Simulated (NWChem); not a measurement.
# C2H5NOSi; SMILES C1=NCO[SiH2]1

```xyz
10

C      1.2980    -0.2878     0.0000
N      0.6293    -1.3745     0.0000
C     -0.7972    -1.1902     0.0000
O     -1.1896     0.1618     0.0000
Si     0.1265     1.2009     0.0000
H      2.3954    -0.3486     0.0000
H     -1.2075    -1.7013     0.8903
H     -1.2075    -1.7013    -0.8903
H      0.1777     2.0670    -1.2137
H      0.1777     2.0670     1.2137
```
Atoms are numbered in this order, from 1.

All runs: NWChem. Coordinates come from a PBE0/def2-SVP optimisation. B3LYP is NWChem's, with the RPA form of VWN correlation. Vertical excitations in the gas phase.

**Question.** Predict the results for B3LYP/def2-SVP, TDA. Quantities: lowest excitation, singlet (eV); oscillator strength of that lowest state; lowest state with f > 0.02, singlet (eV); oscillator strength of that bright state; orbital gap (eV).

**Answer.** 
- lowest excitation, singlet (eV) = 4.71
- oscillator strength of that lowest state = 0.000
- lowest state with f > 0.02, singlet (eV) = 5.97
- oscillator strength of that bright state = 0.084
- orbital gap (eV) = 6.19
